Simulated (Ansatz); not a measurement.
Reaction (formal loss of a carbene): `C[O][Sn]([CH3])([F])[S]C` → `[CH2]` (triplet) + `C[O][Sn]([CH3])([F])[SH]`

Computed with Ansatz on PBE0-D4/def2-TZVP structures; ΔE is electronic, products minus reactants. CBS: MP2 limit from def2 TZ/QZ plus the TZ coupled-cluster correction, frozen cores. This one scheme is used for every species. Functionals use def2-TZVPP. B3LYP here is the variant with VWN-RPA as its local correlation; programs differ in this. Triplets are unrestricted, without spin–orbit coupling. Elements past krypton have def2 core potentials. For Sn outer-core shells are correlated without core-valence functions, which leaves a few kJ/mol of doubt a bond. One conformer a species, not always the lowest.

Task: Is it downhill or uphill in electronic energy at CCSD(T)/CBS, and by how much? (Best estimate.)

Result: Ansatz gave: Uphill: ΔE = +4.34 eV.

Task: What do these levels give: r2SCAN-D4, B3LYP-D4, ωB97M-V, r2SCAN, PBE0, B3LYP, HF/def2-TZVPP, CCSD/def2-TZVPP, SCS-MP2/def2-QZVPP, HF/CBS(def2), MP2/CBS(def2), CCSD/CBS(def2)? (Estimate.)

Result: Computed: r2SCAN-D4 4.09, B3LYP-D4 4.27, ωB97M-V 4.34, r2SCAN 4.06, PBE0 4.23, B3LYP 4.13, HF/def2-TZVPP 2.75, CCSD/def2-TZVPP 4.06, SCS-MP2/def2-QZVPP 4.45, HF/CBS(def2) 2.75, MP2/CBS(def2) 4.49, CCSD/CBS(def2) 4.21 eV.

Largest T1 diagnostic among the species: 0.013.

The D4 term adds +0.14 eV with B3LYP and +0.08 eV with PBE0; it sums over pairs of atoms, weighted by their polarisabilities, and B3LYP, whose exchange is more repulsive, gets the larger term. In def2-TZVPP, CCSD(T) changes the Hartree–Fock value by +1.45 eV (the triples alone add +0.13 eV) and MP2 by +1.60 eV.
